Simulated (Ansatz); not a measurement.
Coupled-cluster diagnostics for the cluster Mg2Cl2⁺, Ansatz.

Geometry of the doublet (PBE0-D4/def2-TZVP):

```tsv
atom	x (Å)	y (Å)	z (Å)
Mg1	-0.9613	0.5587	0.3963
Mg2	2.6049	-1.6872	-1.1514
Cl3	-1.9514	2.2217	1.2923
Cl4	0.3078	-1.0932	-0.5373
```

Correlated methods freeze 12 core orbitals; core or outer-core shells of Mg are correlated, in sets that lack core-valence functions. Another isomer (doublet) lies 0.17 eV lower at PBE0-D4/def2-TZVP; other spin states weren't run for this one.

(1) Estimate the CCSD(T) correlation energy, the shares of MP2 and (T), T1 and the reference's ⟨S²⟩ for: charge 1, doublet, own geometry in def2-TZVPP; and the rough time on 4 threads of Arm Neoverse V1 on a shared host.

## Answers

(1) 
| state | basis | correlation (eV) | MP2 share (%) | (T) share (%) | T1 | ⟨S²⟩ (pure) | wall time |
| --- | --- | --- | --- | --- | --- | --- | --- |
| charge 1, doublet, own geometry | def2-TZVPP | -21.657 | 92.0 | 2.6 | 0.008 | 0.75 (0.75) | 1.7 min |
Customary marks for T1 are 0.02 (closed shells), 0.045 (open shells) and about 0.05 (3d metals). T1 stays under 0.02 throughout.
